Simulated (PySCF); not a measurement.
PySCF input (BP86/6-31G* (5d)):

```python
from pyscf import gto, dft

mol = gto.M(
    atom='''
    C     2.78185800    0.08678800    0.26334700
    C     1.56295400   -0.16598800    0.15949700
    B     0.07365200   -0.02736800    0.00856600
    Cl   -0.68182200    1.53478100   -0.14815700
    Cl   -0.87330400   -1.49877900   -0.00360200
    ''',
    basis='6-31g*',
    charge=0,
    spin=1,
    verbose=4,
)

mf = dft.UKS(mol, xc='bp86')
mf.grids.level = 3
mf.conv_tol = 1e-9
mf.max_cycle = 100
mf.max_memory = 1500
mf.kernel()
if not mf.converged:
    mf = mf.newton()
    mf.kernel(mf.make_rdm1())
mo, _, stable, _ = mf.stability(return_status=True)
if not stable:
    mf.kernel(mf.make_rdm1(mo, mf.mo_occ))
    stable = mf.stability(return_status=True)[2]
mf.dip_moment()
```

From the output:

```

cycle= 1 E= -1021.36256714055  delta_E= 0.575  |g|= 0.26  |ddm|= 2.05
  alpha nocc = 26  HOMO = -0.244793910714536  LUMO = -0.109910817617191
  beta  nocc = 25  HOMO = -0.240226337094476  LUMO = -0.219196975179051
  HOMO = -0.240226337094  LUMO = -0.219196975179  gap/eV = 0.57224
cycle= 2 E= -1021.20555784636  delta_E= 0.157  |g|= 0.561  |ddm|= 0.886
  alpha nocc = 26  HOMO = -0.264410749728163  LUMO = -0.115367182465398
  beta  nocc = 25  HOMO = -0.24752150502823  LUMO = -0.212276566319886
  HOMO = -0.247521505028  LUMO = -0.21227656632  gap/eV = 0.95906
cycle= 3 E= -1021.32468061584  delta_E= -0.119  |g|= 0.341  |ddm|= 0.936
  alpha nocc = 26  HOMO = -0.282000654032651  LUMO = -0.114429073788338
  beta  nocc = 25  HOMO = -0.264968779367478  LUMO = -0.238375435424888
  HOMO = -0.264968779367  LUMO = -0.238375435425  gap/eV = 0.72364
cycle= 4 E= -1021.3993045134  delta_E= -0.0746  |g|= 0.0638  |ddm|= 0.315
  alpha nocc = 26  HOMO = -0.284047305627177  LUMO = -0.12240931743972
  beta  nocc = 25  HOMO = -0.272256336547056  LUMO = -0.244636870021965
  HOMO = -0.272256336547  LUMO = -0.244636870022  gap/eV = 0.75156
cycle= 5 E= -1021.40146033134  delta_E= -0.00216  |g|= 0.0319  |ddm|= 0.114
  alpha nocc = 26  HOMO = -0.28085701344989  LUMO = -0.118478487635726
  beta  nocc = 25  HOMO = -0.270915375638185  LUMO = -0.240948094243886
  HOMO = -0.270915375638  LUMO = -0.240948094244  gap/eV = 0.81545
cycle= 6 E= -1021.4020505792  delta_E= -0.00059  |g|= 0.0093  |ddm|= 0.0549
  alpha nocc = 26  HOMO = -0.281222960071541  LUMO = -0.118740052528054
  beta  nocc = 25  HOMO = -0.271798902165246  LUMO = -0.241299538098145
  HOMO = -0.271798902165  LUMO = -0.241299538098  gap/eV = 0.82993
cycle= 7 E= -1021.40210149643  delta_E= -5.09e-05  |g|= 0.00357  |ddm|= 0.02
  alpha nocc = 26  HOMO = -0.281172559151849  LUMO = -0.118797370952776
  beta  nocc = 25  HOMO = -0.271708207613505  LUMO = -0.240596854672291
  HOMO = -0.271708207614  LUMO = -0.240596854672  gap/eV = 0.84658
cycle= 8 E= -1021.40211028894  delta_E= -8.79e-06  |g|= 0.00213  |ddm|= 0.00772
  alpha nocc = 26  HOMO = -0.281312611691133  LUMO = -0.118801775684541
  beta  nocc = 25  HOMO = -0.271967477574092  LUMO = -0.24079673967695
  HOMO = -0.271967477574  LUMO = -0.240796739677  gap/eV = 0.84820
cycle= 9 E= -1021.40211152431  delta_E= -1.24e-06  |g|= 0.00194  |ddm|= 0.00448
  alpha nocc = 26  HOMO = -0.281288475022011  LUMO = -0.118770943554369
  beta  nocc = 25  HOMO = -0.271895667593295  LUMO = -0.240705941133307
  HOMO = -0.271895667593  LUMO = -0.240705941133  gap/eV = 0.84872
cycle= 10 E= -1021.4021130993  delta_E= -1.57e-06  |g|= 0.00129  |ddm|= 0.00162
  alpha nocc = 26  HOMO = -0.28138008163731  LUMO = -0.11882084181665
  beta  nocc = 25  HOMO = -0.271944511475875  LUMO = -0.240733377002161
  HOMO = -0.271944511476  LUMO = -0.240733377002  gap/eV = 0.84930
cycle= 11 E= -1021.40211416393  delta_E= -1.06e-06  |g|= 0.00037  |ddm|= 0.00199
  alpha nocc = 26  HOMO = -0.281343161405749  LUMO = -0.118803024753028
  beta  nocc = 25  HOMO = -0.271911681447234  LUMO = -0.24067831046562
  HOMO = -0.271911681447  LUMO = -0.240678310466  gap/eV = 0.84990
cycle= 12 E= -1021.40211431113  delta_E= -1.47e-07  |g|= 0.000208  |ddm|= 0.00123
  alpha nocc = 26  HOMO = -0.281378698726936  LUMO = -0.11881665401721
  beta  nocc = 25  HOMO = -0.271949057696622  LUMO = -0.240705682150728
  HOMO = -0.271949057697  LUMO = -0.240705682151  gap/eV = 0.85018
cycle= 13 E= -1021.40211433973  delta_E= -2.86e-08  |g|= 0.000128  |ddm|= 0.00051
  alpha nocc = 26  HOMO = -0.281380077775248  LUMO = -0.11882323364742
  beta  nocc = 25  HOMO = -0.27194391519407  LUMO = -0.240707765170635
  HOMO = -0.271943915194  LUMO = -0.240707765171  gap/eV = 0.84998
cycle= 14 E= -1021.40211435407  delta_E= -1.43e-08  |g|= 5.25e-05  |ddm|= 0.000289
  alpha nocc = 26  HOMO = -0.281384754294729  LUMO = -0.118826093298232
  beta  nocc = 25  HOMO = -0.271947231946464  LUMO = -0.240710039537572
  HOMO = -0.271947231946  LUMO = -0.240710039538  gap/eV = 0.85001
cycle= 15 E= -1021.4021143571  delta_E= -3.03e-09  |g|= 8.07e-06  |ddm|= 0.000199
  alpha nocc = 26  HOMO = -0.281385572073504  LUMO = -0.118827692030489
  beta  nocc = 25  HOMO = -0.271947830153435  LUMO = -0.240711206885498
  HOMO = -0.271947830153  LUMO = -0.240711206885  gap/eV = 0.84999
cycle= 16 E= -1021.4021143572  delta_E= -1.02e-10  |g|= 7.21e-06  |ddm|= 5.64e-05
  alpha nocc = 26  HOMO = -0.281385270277856  LUMO = -0.118827143535932
  beta  nocc = 25  HOMO = -0.271948034730888  LUMO = -0.240711725578071
  HOMO = -0.271948034731  LUMO = -0.240711725578  gap/eV = 0.84998
Extra cycle  E= -1021.40211435675  delta_E= 4.46e-10  |g|= 2.78e-05  |ddm|= 3.79e-05
converged SCF energy = -1021.40211435675  <S^2> = 0.75796042  2S+1 = 2.0079446
uhf_internal: lowest eigs of H = [0.04139956 0.04500798 0.13152844]
<class 'pyscf.dft.uks.UKS'> wavefunction is stable in the internal stability analysis
Dipole moment(X, Y, Z, Debye): -0.19624, -0.50319,  0.00813
```

The geometry given is a B3LYP-D3(BJ)/def2-TZVP minimum.
